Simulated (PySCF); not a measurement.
SMILES C(=C)CCCl (C₄H₇Cl), singlet, GFN2-xTB optimised geometry.

```
12

C      1.57    -0.62     0.00
C      0.26    -0.62     0.00
C     -0.59     0.62     0.00
C     -1.50     0.67    -1.22
Cl    -0.54     0.77    -2.72
H      2.14     0.30     0.01
H      2.14    -1.53    -0.01
H     -0.29    -1.55    -0.01
H      0.05     1.50     0.02
H     -1.22     0.63     0.89
H     -2.11    -0.23    -1.29
H     -2.14     1.55    -1.20
```

Density from B3LYP/def2-TZVP run with PySCF at that geometry.

Minimum of the electron density along straight lines between bonded atoms, close to the bond critical point (lines longer than 1.1 times the sum of covalent radii, or with two minima, are not listed):

```tsv
bond	length / Å	ρ at the minimum / e bohr⁻³	∇²ρ there / e bohr⁻⁵	position (fraction from the first atom)
C1–C2	1.319	0.364	-1.15	0.50
C2–C3	1.498	0.263	(withheld)	0.50
C3–C4	1.523	0.251	-0.63	0.49
C4–Cl5	1.786	(withheld)	(withheld)	0.42
C1–H6	1.078	0.288	-1.03	0.64
C1–H7	1.076	0.289	-1.04	0.64
C2–H8	1.082	0.287	-1.02	0.64
C3–H9	1.091	0.282	-0.98	0.64
C3–H10	1.095	0.277	-0.94	0.64
C4–H11	1.090	0.287	-1.02	0.65
C4–H12	1.090	0.288	-1.02	0.65
```

Question: Fill in the missing entries.

Answer: 
- C2–C3, ∇²ρ there / e bohr⁻⁵: -0.70
- C4–Cl5, ρ at the minimum / e bohr⁻³: 0.183
- C4–Cl5, ∇²ρ there / e bohr⁻⁵: -0.24
